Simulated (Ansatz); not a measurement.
Reaction: C2H7B (dimethylborane, SMILES CBC) → C2H7B (ethylborane, SMILES C(C)B)
Each species at its own B3LYP-D3(BJ)/def2-TZVP minimum (Ansatz, a quantum-chemistry and plane-wave program).

Total energies in hartree (Ansatz). UHF or UKS for unpaired electrons; spin-orbit terms are left out. Cores are frozen in correlated methods. No relativity.

```csv
species,HF/cc-pVTZ,CCSD(T)/cc-pVTZ,HF/cc-pVQZ,CCSD(T)/cc-pVQZ,CCSD(T)/cc-pVDZ,CCSDT(Q)/cc-pVDZ
"1: C2H7B (dimethylborane, SMILES B(C)C)",-104.53213,-105.05542,-104.53884,-105.08646,-104.93908,-104.94057
"2: C2H7B (ethylborane, SMILES C(B)C)",-104.51104,-105.03259,-104.51778,-105.06337,-104.91833,-104.91977
```

Question: Work out the isomerisation energy (electronic) in kJ/mol: take Hartree-Fock from cc-pVQZ, extrapolate the CCSD(T) correlation energy as X^-3 (X = 3, 4), and add CCSDT(Q) - CCSD(T) in cc-pVDZ. 1 hartree = 2625.5 kJ/mol.

Answer: 
Species 1: correlation (64·(-0.54762) - 27·(-0.52329))/37 = -0.56537; step -0.00149; E1 = -104.53884 + (-0.56537) + (-0.00149) = -105.10570
Species 2: correlation (64·(-0.54559) - 27·(-0.52155))/37 = -0.56313; step -0.00144; E2 = -104.51778 + (-0.56313) + (-0.00144) = -105.08235
-1·E1 +1·E2 = 0.02335 hartree = 61.3 kJ/mol.
